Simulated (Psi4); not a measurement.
ClZn (SMILES [Cl][Zn]), doublet, geometry from GFN2-xTB (such geometries of metal compounds can be far from the true shape) (the spin is typed, not shown lowest), atoms displaced at random by about 0.03 Å a coordinate; Psi4 with HF/def2-SVP, gradient.

Here is a job for Psi4.
```
memory 2 GB

molecule mol {
0 2
  Zn    0.020654   -0.074198   -0.822282
  Cl    0.035570    0.056859    1.435853
symmetry c1
no_reorient
no_com
}

set basis def2-svp
set reference uhf

gradient('scf')
print_variables()
```

Output, abridged:

```
gradient() will perform analytic gradient computation.

   => Loading Basis Set <=

    Name: DEF2-SVP
    Role: ORBITAL
    Keyword: BASIS

         ---------------------------------------------------------
                                   SCF
               by Justin Turney, Rob Parrish, Andy Simmonett
                          and Daniel G. A. Smith
                              UHF Reference
         ---------------------------------------------------------

  ==> Geometry <==

    Molecular point group: c1
    Full point group: C1

    Geometry (in Angstrom), charge = 0, multiplicity = 2:

       Center              X                  Y                   Z               Mass
    ------------   -----------------  -----------------  -----------------  -----------------
         ZN           0.020654000000    -0.074198000000    -0.822282000000    63.929142010000
         CL           0.035570000000     0.056859000000     1.435853000000    34.968852682000

  Running in c1 symmetry.

  Rotational constants: A =    123.62946  B =      0.14568  C =      0.14550 [cm^-1]
  Rotational constants: A = 3706318.03351  B =   4367.25448  C =   4362.11449 [MHz]
  Nuclear repulsion =  119.311349955223534

  Charge       = 0
  Multiplicity = 2
  Electrons    = 47
  Nalpha       = 24
  Nbeta        = 23

  ==> Algorithm <==

  SCF Algorithm Type is DF.
  DIIS enabled.
  MOM disabled.
  Fractional occupation disabled.
  Guess Type is SAD.
  Energy threshold   = 1.00e-08
  Density threshold  = 1.00e-08
  Integral threshold = 1.00e-12

  ==> Primary Basis <==

  Basis Set: DEF2-SVP
    Blend: DEF2-SVP
    Number of shells: 19
    Number of basis functions: 49
    Number of Cartesian functions: 55
    Spherical Harmonics?: true
    Max angular momentum: 3

   => Loading Basis Set <=

    Name: (DEF2-SVP AUX)
    Role: JKFIT
    Keyword: DF_BASIS_SCF

  ==> Integral Setup <==

  SCF_SUBTYPE=INCORE selected. In-core MEM_DF algorithm will be used.
  Using in-core AOs.

  ==> MemDFJK: Density-Fitted J/K Matrices <==

    J tasked:                   Yes
    K tasked:                   Yes
    wK tasked:                   No
    Algorithm:                 Core
    Schwarz Cutoff:           1E-12
    Mask sparsity (%):       2.9988
    Fitting Condition:        1E-10

   => Auxiliary Basis Set <=

  Basis Set: (DEF2-SVP AUX)
    Blend: DEF2-UNIVERSAL-JKFIT
    Number of shells: 96
    Number of basis functions: 392
    Number of Cartesian functions: 532
    Spherical Harmonics?: true
    Max angular momentum: 6

  Minimum eigenvalue in the overlap matrix is 6.4492595656E-02.
  Reciprocal condition number of the overlap matrix is 2.3480675942E-02.
    Using symmetric orthogonalization.

  ==> Pre-Iterations <==

  SCF Guess: Superposition of Atomic Densities via on-the-fly atomic UHF (no occupation information).

   -------------------------
    Irrep   Nso     Nmo
   -------------------------
     A         49      49
   -------------------------
    Total      49      49
   -------------------------

  ==> Iterations <==

                           Total Energy        Delta E     RMS |[F,P]|

   @DF-UHF iter SAD: -2232.38893107648164   -2.23239e+03   0.00000e+00
   @DF-UHF iter   1: -2235.52231851024862   -3.13339e+00   4.09765e-02 ADIIS/DIIS
   @DF-UHF iter   2: -2235.05052338048745    4.71795e-01   5.73473e-02 ADIIS/DIIS
   @DF-UHF iter   3: -2236.93064001786252   -1.88012e+00   2.42829e-03 ADIIS/DIIS
   @DF-UHF iter   4: -2236.94360737052375   -1.29674e-02   7.52812e-04 ADIIS/DIIS
   @DF-UHF iter   5: -2236.94609820978349   -2.49084e-03   3.44211e-04 ADIIS/DIIS
   @DF-UHF iter   6: -2236.94666152819218   -5.63318e-04   1.31123e-04 ADIIS/DIIS
   @DF-UHF iter   7: -2236.94678303720821   -1.21509e-04   5.64785e-05 DIIS
   @DF-UHF iter   8: -2236.94680910463285   -2.60674e-05   2.13785e-05 DIIS
   @DF-UHF iter   9: -2236.94681248085362   -3.37622e-06   6.14727e-06 DIIS
   @DF-UHF iter  10: -2236.94681269364219   -2.12789e-07   1.51039e-06 DIIS
   @DF-UHF iter  11: -2236.94681270595811   -1.23159e-08   3.15457e-07 DIIS
   @DF-UHF iter  12: -2236.94681270643332   -4.75211e-10   7.56874e-08 DIIS
   @DF-UHF iter  13: -2236.94681270645469   -2.13731e-11   2.26652e-08 DIIS
   @DF-UHF iter  14: -2236.94681270645788   -3.18323e-12   5.12517e-09 DIIS
  Energy and wave function converged.

  ==> Post-Iterations <==

   @Spin Contamination Metric:   5.044550566E-03
   @S^2 Expected:                7.500000000E-01
   @S^2 Observed:                7.550445506E-01
   @S   Expected:                5.000000000E-01
   @S   Observed:                5.000000000E-01

    Orbital Energies [Eh]
    ---------------------

    Alpha Occupied:

       1A   -353.331943     2A   -104.717738     3A    -44.400553
       4A    -38.976287     5A    -38.976287     6A    -38.975026
       7A    -10.479323     8A     -7.956254     9A     -7.951237
      10A     -7.951237    11A     -5.689017    12A     -3.894294
      13A     -3.894294    14A     -3.891534    15A     -1.009319
      16A     -0.838245    17A     -0.838245    18A     -0.834967
      19A     -0.834967    20A     -0.830743    21A     -0.469065
      22A     -0.403761    23A     -0.403761    24A     -0.317752

    Alpha Virtual:

      25A      0.140011    26A      0.140011    27A      0.150857
      28A      0.282588    29A      0.782515    30A      1.048599
      31A      1.077097    32A      1.077097    33A      1.106204
      34A      1.106204    35A      1.189228    36A      1.189228
      37A      1.334342    38A      1.584667    39A      1.584667
      40A      1.652092    41A      1.652092    42A      2.001166
      43A      7.022202    44A      7.022202    45A      7.026047
      46A      7.026047    47A      7.028634    48A      7.028634
      49A      7.032372

    Beta Occupied:

       1A   -353.329381     2A   -104.716005     3A    -44.398767
       4A    -38.976749     5A    -38.976749     6A    -38.974225
       7A    -10.477434     8A     -7.950424     9A     -7.950424
      10A     -7.949230    11A     -5.682125    12A     -3.892296
      13A     -3.892296    14A     -3.889785    15A     -0.994381
      16A     -0.836417    17A     -0.836417    18A     -0.833832
      19A     -0.833832    20A     -0.827155    21A     -0.432528
      22A     -0.401477    23A     -0.401477

    Beta Virtual:

      24A     -0.002790    25A      0.196608    26A      0.198168
      27A      0.198168    28A      0.335829    29A      0.788073
      30A      1.068424    31A      1.091353    32A      1.091353
      33A      1.106883    34A      1.106883    35A      1.192848
      36A      1.192848    37A      1.353439    38A      1.604423
      39A      1.604423    40A      1.672588    41A      1.672588
      42A      2.015916    43A      7.022377    44A      7.022377
      45A      7.026125    46A      7.026125    47A      7.028946
      48A      7.028946    49A      7.032794

    Final Occupation by Irrep:
              A
    DOCC [    23 ]
    SOCC [     1 ]
    NA   [    24 ]
    NB   [    23 ]

  @DF-UHF Final Energy: -2236.94681270645788

   => Energetics <=

    Nuclear Repulsion Energy =            119.3113499552235339
    One-Electron Energy =               -3357.1970737529318285
    Two-Electron Energy =                1000.9389110912505885
    Total Energy =                      -2236.9468127064574219

  UHF NO Occupations:
  HONO-2 :   22  A 1.9997044
  HONO-1 :   23  A 1.9982145
  HONO-0 :   24  A 1.0000000
  LUNO+0 :   25  A 0.0017855
  LUNO+1 :   26  A 0.0002956
  LUNO+2 :   27  A 0.0002956
  LUNO+3 :   28  A 0.0000538

Computation Completed

Properties will be evaluated at   0.000000,   0.000000,   0.000000 [a0]

Properties computed using the SCF density matrix

 Multipole Moments:

 ------------------------------------------------------------------------------------
     Multipole            Electronic (a.u.)      Nuclear  (a.u.)        Total (a.u.)
 ------------------------------------------------------------------------------------

 L = 1.  Multiply by 2.5417464519 to convert [e a0] to [Debye]
 Dipole X            :         -2.3251191            2.3136106           -0.0115085
 Dipole Y            :          2.2786842           -2.3798020           -0.1011179
 Dipole Z            :         -1.2529168           -0.4893616           -1.7422783
 Magnitude           :                                                    1.7452481

 ------------------------------------------------------------------------------------

         ------------------------------------------------------------
                                   SCF GRAD
                          Rob Parrish, Justin Turney,
                       Andy Simmonett, and Alex Sokolov
         ------------------------------------------------------------

  ==> Geometry <==

    Molecular point group: c1
    Full point group: C1

    Geometry (in Angstrom), charge = 0, multiplicity = 2:

       Center              X                  Y                   Z               Mass
    ------------   -----------------  -----------------  -----------------  -----------------
         ZN           0.020654000000    -0.074198000000    -0.822282000000    63.929142010000
         CL           0.035570000000     0.056859000000     1.435853000000    34.968852682000

  Nuclear repulsion =  119.311349955223534

  ==> Basis Set <==

  Basis Set: DEF2-SVP
    Blend: DEF2-SVP
    Number of shells: 19
    Number of basis functions: 49
    Number of Cartesian functions: 55
    Spherical Harmonics?: true
    Max angular momentum: 3

  ==> DFJKGrad: Density-Fitted SCF Gradients <==

    Gradient:                    1
    J tasked:                  Yes
    K tasked:                  Yes
    wK tasked:                  No
    Integrals threads:           1
    Schwarz Cutoff:          1E-12
    Fitting Condition:       1E-10

   => Auxiliary Basis Set <=

  Basis Set: (DEF2-SVP AUX)
    Blend: DEF2-UNIVERSAL-JKFIT
    Number of shells: 96
    Number of basis functions: 392
    Number of Cartesian functions: 532
    Spherical Harmonics?: true
    Max angular momentum: 6

  -Total Gradient:
     Atom            X                  Y                   Z
    ------   -----------------  -----------------  -----------------
       1       -0.000098493372    -0.000865395929    -0.014910923300
       2        0.000098493372     0.000865395943     0.014910923253

  Variable Map:
  ----------------------------------------------------------------------------
  "CURRENT ENERGY"           =>   -2236.946812706458
  "CURRENT REFERENCE ENERGY" =>   -2236.946812706458
  "DD SOLVATION ENERGY"      =>       0.000000000000
  "HF KINETIC ENERGY"        =>    2236.658387888379
  "HF POTENTIAL ENERGY"      =>   -4473.605200594837
  "HF TOTAL ENERGY"          =>   -2236.946812706457
  "HF VIRIAL RATIO"          =>       2.000128953451
  "NUCLEAR REPULSION ENERGY" =>     119.311349955224
  "ONE-ELECTRON ENERGY"      =>   -3357.197073752932
  "PCM POLARIZATION ENERGY"  =>       0.000000000000
  "PE ENERGY"                =>       0.000000000000
  "SCF ITERATION ENERGY"     =>   -2236.946812706458
  "SCF ITERATIONS"           =>      14.000000000000
  "SCF TOTAL ENERGY"         =>   -2236.946812706458
  "TWO-ELECTRON ENERGY"      =>    1000.938911091251

  Array Variable Map:
  ----------------------------------------------------------------------------
  "CURRENT DIPOLE"           =>      -0.011508534141 ... -1.742278341923 1 by 3
  "CURRENT GRADIENT"         =>      -0.000098493372 ... 0.014910923253 2 by 3
  "HF TOTAL GRADIENT"        =>      -0.000098493372 ... 0.014910923253 2 by 3
  "SCF DIPOLE"               =>      -0.011508534141 ... -1.742278341923 1 by 3
  "SCF TOTAL ENERGIES"       =>   -2232.388931076482 ... -2236.946812706458 1 by 15
  "SCF TOTAL GRADIENT"       =>      -0.000098493372 ... 0.014910923253 2 by 3
```
